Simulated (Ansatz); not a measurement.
Species: C3H3N, SMILES `[C-]#[N+]C=C` (charge 0, multiplicity 1).

Q: Give a relaxed geometry from B3LYP-D3(BJ)/def2-TZVP in Ansatz (a program for electronic structure).

A: the end point of this relaxation (outside a Z-matrix the atoms follow the SMILES, hydrogens last).
Cartesian coordinates (Å) in one orientation:
```xyz
7

C      1.733     1.328     1.219
N      0.807     0.759     0.787
C     -0.318     0.109     0.328
C     -0.334    -0.610    -0.787
H     -1.191     0.235     0.956
H     -1.246    -1.098    -1.100
H      0.548    -0.723    -1.401
```
